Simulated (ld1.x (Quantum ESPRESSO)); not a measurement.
Configuration tests for aluminium (PAW)

* Element: aluminium
* Generator: ld1.x (Quantum ESPRESSO) 7.5
* Type: PAW
* Functional: PBEsol
* Relativity: fully relativistic
* Frozen core: [Ne]
* Valence charge: 3
* Reference configuration: 3s2 3p0 (charge +1)
* Partial waves: 3s (bound): rcut 1.60, rcutus 1.95 bohr; 3s channel at -0.8 Ry: rcut 1.60, rcutus 1.95 bohr; 3p (bound, empty): rcut 1.75, rcutus 2.30 bohr; 3p channel at -0.1 Ry: rcut 1.75, rcutus 2.30 bohr; 3d channel at 0.1 Ry: rc 2.05 bohr
* Local potential: the d channel
* Core correction: Bessel-smoothed model core, default radius (core density twice the valence density)
* Augmentation charge: PSQ, radius 1.40 bohr

Open shells are filled in proportion to 2j + 1 (rel_dist='average').

Energies are relative to the spin-unpolarised reference configuration 3s2 3p0; without spin polarisation the order of configurations can differ from experiment. The d channel is local and has no spin–orbit splitting in the pseudo-atom.

```tsv
valence configuration	charge	ΔE all-electron (eV)	error AE − PS (meV)
3s2 3p1	0	-5.736	-0.8
3s1 3p0	+2	19.170	-14
3s2 3p0.5	+0.5	-3.663	-0.4
3s2 3p1.3	-0.3	-6.304	-0.8
3s1 3p2	0	-0.617	-0.4
3s0 3p3	0	4.669	-2.8
```

**Question.** What are ΔE and the potential's error for 3s1 3p1?

**Answer.** ΔE = 5.791 eV all-electron; the error (AE − PS) is -1.8 meV.

The ghost test of this file was not conclusive.
